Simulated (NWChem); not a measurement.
# AlHBrF; SMILES [F][AlH][Br]

All runs: NWChem. The geometry was optimised at B3LYP/6-31G* (spherical d).

Diagonal of the polarisability tensor at PBE0/def2-SVPD, static: 45.01, 54.28, 39.85 bohr³.

Find the mean polarisability volume, the molar refraction, and the refractive index that an ideal gas of it would have at 273.15 K and 1 atm.


1. Mean: one third of the trace = 46.38 bohr³ × 0.14818 Å³/bohr³ = 6.87 Å³.
2. Molar refraction (Lorentz-Lorenz): (4π/3) N_A α = 17.3 cm³/mol.
3. Number density p/kT = 2.687 × 10⁻⁵ Å⁻³; n − 1 = 2π N α = 11.60 × 10⁻⁴.
4. These hold the electronic response alone: vibrational and orientational terms add to the static dielectric constant.
